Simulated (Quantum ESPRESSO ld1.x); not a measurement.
These are the eigenvalues of the occupied orbitals of an atom or ion with whole-number occupations (eV). Method: Dirac Kohn-Sham, PBE, spin-unpolarised, spherical densities, point nucleus; computed with ld1.x of Quantum ESPRESSO 7.5.

| orbital | eigenvalue |
|---|---|
| 1s1/2 | -15048.298 |
| 2s1/2 | -2027.244 |
| 2p1/2 | -1840.533 |
| 2p3/2 | -1779.745 |
| 3s1/2 | -317.778 |
| 3p1/2 | -250.883 |
| 3p3/2 | -241.747 |
| 3d3/2 | -124.731 |
| 3d5/2 | -123.179 |
| 4s1/2 | -50.317 |
| 4p1/2 | -34.364 |
| 4p3/2 | -33.384 |

Which element is it, and in what charge state? The configuration may be excited. Open shells, if any, fill j = l - 1/2 first.

Answer. Z = 37, rubidium, charge +2: Rb2+ in [Ar] 3d10 4s2 4p5. The list shows which subshells hold electrons but not how many an open one holds; the 1s level, -553.01 hartree, gives Z - s = 33.3 by -(Z - s)^2/2, which with screening and relativity narrows Z to a few neighbours, and the depths of the outer levels then fix element, charge and occupations together.
